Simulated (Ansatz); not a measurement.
Relaxation of H₆W (7 atoms, charge 0, multiplicity 1), to a largest force component of 0.03 eV/Å in at most 50 steps.

Theory: RKS revPBE/def2-TZVP in Ansatz.

```xyz
7
Properties=species:S:1:pos:R:3
W -0.431 0.000 -0.431
H 1.370 -0.004 1.872
H 1.872 0.004 1.370
H 0.155 1.489 0.165
H -2.104 0.008 -0.128
H 0.165 -1.489 0.155
H -0.128 -0.008 -2.104
```

Task: Where does it end, and by what steps?

Result: It converged. The force dipped under the threshold on the way, but the program's further checks kept it going. After 9 steps the energy has fallen by 0.196 eV; H2 moved furthest, 1.60 Å.

```tsv
step	energy less start (eV)	largest force component (eV/Å)	accepted
0	0.0000	1.186	yes
1	-0.1001	0.147	yes
2	-0.1429	0.086	yes
3	-0.1687	0.039	yes
4	-0.1826	0.064	yes
5	-0.1900	0.030	yes
6	-0.1936	0.013	yes
7	-0.1950	0.007	yes
8	-0.1957	0.007	yes
9	-0.1958	0.004	yes
```

```xyz
7
Properties=species:S:1:pos:R:3
W -0.921 0.000 -0.921
H 2.489 -0.027 3.017
H 3.017 0.027 2.489
H -0.291 1.419 -0.202
H -2.599 0.074 -0.594
H -0.202 -1.419 -0.291
H -0.594 -0.074 -2.599
```

Whether the end is a true minimum wasn't checked by a vibrational analysis.

Run time: 27 s on 2 threads of Arm Neoverse V1, with other jobs on the host, peak memory 0.14 GiB.
